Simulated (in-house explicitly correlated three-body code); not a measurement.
Computed with an exponentially correlated three-body code. Model: two electrons around a point charge, non-relativistic, variational in 260 exponentially correlated functions (energies converged to about 1e-7 hartree, or 1e-8 relative for large Z), ground state as one setting changes.

Given: nuclear charge 3.

| mass of the centre (electron masses) | ground energy (hartree) | binding of second electron (eV) | mean radius (bohr) | mean distance of electrons (bohr) | mean cosine of angle |
| --- | --- | --- | --- | --- | --- |
| 0.5 | -2.57977687 | 29.382 | 1.5404 | 1.939 | 0.23015 |
| 0.7 | -3.12648222 | 34.655 | 1.2862 | 1.6737 | 0.18973 |
| 1 | -3.73507603 | 40.411 | 1.0883 | 1.4606 | 0.1489 |
| 1.4 | -4.30823132 | 45.803 | 0.95123 | 1.3086 | 0.11347 |
| 2 | -4.88370182 | 51.258 | 0.84453 | 1.1873 | 0.080141 |
| 3 | -5.46500316 | 56.872 | 0.75835 | 1.0869 | 0.048254 |
| 5 | -6.05561986 | 62.739 | 0.6867 | 1.0017 | 0.017284 |
| 7 | -6.35555666 | 65.799 | 0.65506 | 0.96349 | 0.0020019 |
| 10 | -6.60371354 | 68.377 | 0.63089 | 0.93405 | -0.010449 |
| 15 | -6.81262551 | 70.583 | 0.6118 | 0.91064 | -0.020809 |
| 25 | ? | ? | ? | ? | ? |
| 50 | -7.13209494 | 74.024 | 0.58461 | 0.87704 | -0.036461 |
| 100 | -7.20512603 | 74.823 | 0.57871 | 0.8697 | -0.040009 |
| 206.77 | -7.24352006 | 75.244 | 0.57565 | 0.86589 | -0.041871 |
| 500 | -7.26481208 | 75.479 | 0.57396 | 0.8638 | -0.042902 |
| 1000 | ? | ? | ? | ? | ? |
| 5000 | -7.2784 | 75.629 | 0.57289 | 0.86246 | -0.043559 |
| 100000 | -7.27983772 | 75.644 | 0.57278 | 0.86232 | -0.043629 |

Task: What follows for mass of the centre = 25?

Result: ground energy -6.99103655 hartree; binding of second electron 72.494 eV; mean radius 0.59634 bohr; mean distance of electrons 0.89156 bohr; mean cosine of angle -0.029577.

Task: What follows for mass of the centre = 1000?

Result: ground energy -7.27235364 hartree; binding of second electron 75.562 eV; mean radius 0.57337 bohr; mean distance of electrons 0.86306 bohr; mean cosine of angle -0.043267.
